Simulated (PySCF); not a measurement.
Species: C₃H₁₁NOSi₂.
Numbering: `[OH:1][CH2:2][C@@H:3]1[CH2:4][SiH2:5][NH:6][SiH2:7]1` (hydrogens: H8 on O1; H9, H10 on C2; H11 on C3; H12, H13 on C4; H14, H15 on Si5; H16 on N6; H17, H18 on Si7)

Structure used (PBE0-D3(BJ)/def2-SVP), in Å, numbered top down from 1:
```
atom  x, y, z in Å
O1     2.4949   -1.2347   -0.0594
C2     1.9517    0.0040    0.3265
C3     0.5886    0.1201   -0.3254
C4    -0.2221    1.3492    0.1180
Si5   -2.0418    1.0356   -0.2978
N6    -2.0481   -0.7021   -0.1834
Si7   -0.4669   -1.4368   -0.0261
H8     3.3091   -1.3885    0.4283
H9     2.6042    0.8491    0.0243
H10    1.8293    0.0690    1.4277
H11    0.7393    0.1585   -1.4200
H12    0.1631    2.2843   -0.3218
H13   -0.1562    1.4667    1.2150
H14   -2.9763    1.6908    0.6732
H15   -2.4106    1.5460   -1.6601
H16   -2.9014   -1.2480   -0.2180
H17   -0.2278   -2.0126    1.3387
H18   -0.2606   -2.5268   -1.0262
```

Computed with PySCF at PBE0/def2-SVPD, non-relativistic, on one gas-phase PBE0-D3(BJ)/def2-SVP geometry that isn't relaxed in the solvent. The solvent is an IEF-PCM continuum (cavity from Bondi-type radii × 1.2), and excitations are vertical TDDFT with non-equilibrium linear response and a frozen core. The model holds no explicit solvent molecules, cavitation or dispersion.

Gas-phase singlets (H = HOMO, L = LUMO):

```tsv
state	E (eV)	λ (nm)	f	leading configurations
S1	6.092	204	0.005	H→L 78%, H→L+1 19%
S2	6.500	191	0.013	H→L+2 55%, H→L+1 37%
S3	6.745	184	0.000	H→L+2 34%, H→L+1 32%
S4	6.914	179	0.002	H-1→L 39%, H-1→L+1 20%
S5	7.155	173	0.002	H→L+3 67%, H-1→L+1 13%
```

Q: Give the list for benzene (ε = 2.271), n² = 2.25.

A: 
```json
{"state": "S1", "E (eV)": "6.115", "λ (nm)": "203", "f": "0.007", "leading configurations": "H→L 94%", "change by rank (eV)": "+0.023"}
{"state": "S2", "E (eV)": "6.507", "λ (nm)": "191", "f": "0.020", "leading configurations": "H→L+1 70%, H→L+2 25%", "change by rank (eV)": "+0.007"}
{"state": "S3", "E (eV)": "6.849", "λ (nm)": "181", "f": "0.001", "leading configurations": "H→L+2 52%, H→L+1 15%", "change by rank (eV)": "+0.104"}
{"state": "S4", "E (eV)": "6.993", "λ (nm)": "177", "f": "0.003", "leading configurations": "H-1→L 36%, H-1→L+1 17%", "change by rank (eV)": "+0.079"}
{"state": "S5", "E (eV)": "7.138", "λ (nm)": "174", "f": "0.022", "leading configurations": "H-1→L+1 43%, H-1→L 42%", "change by rank (eV)": "-0.017"}
```

Q: How do the frontier levels move from gas to benzene?

A: 
| orbital | gas (eV) | solvent (eV) | change (eV) |
| --- | --- | --- | --- |
| LUMO+2 | 0.60 | 0.72 | +0.12 |
| LUMO+1 | 0.45 | 0.56 | +0.11 |
| LUMO | 0.33 | 0.41 | +0.08 |
| HOMO | -7.10 | -7.08 | +0.02 |
| HOMO-1 | -7.81 | -7.74 | +0.07 |
| HOMO-2 | -8.38 | -8.31 | +0.07 |
| HOMO-3 | -8.74 | -8.68 | +0.06 |

The HOMO–LUMO gap goes from 7.43 to 7.49 eV. Rows go by rank; for LUMO+1 and LUMO+2 the atom shares or the degeneracy differ between the runs, so the row needn't follow one orbital.

Hardware: an Arm Neoverse V1 with one thread, no GPU, shared host with 32 logical CPUs at a one-minute load of 39. Cost: 63 s of wall time, 1.1 GiB resident at most. This is the whole response run at PBE0/def2-SVPD in benzene, SCF included.
